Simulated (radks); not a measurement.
Problem. Calculated with a radial shooting solver on a logarithmic mesh with Libxc functionals: non-relativistic Kohn-Sham, LDA (Slater exchange, Perdew-Wang correlation), spin-polarised, spherical densities, point nucleus; open shells are filled with parallel spins first. Response by self-consistent Sternheimer equations with the Hartree and adiabatic LDA kernel. For heavy and open-shell atoms this level of theory can miss by tens of per cent. Rank F, Fe2+, Ti+, He+, O3+, Be3+ (NIST ground configurations) by static dipole polarisability, largest first.

Solution. Ti+ 43.72, F 4.207, Fe2+ 3.934, O3+ 1.343, He+ 0.3266, Be3+ 0.01896 bohr^3.
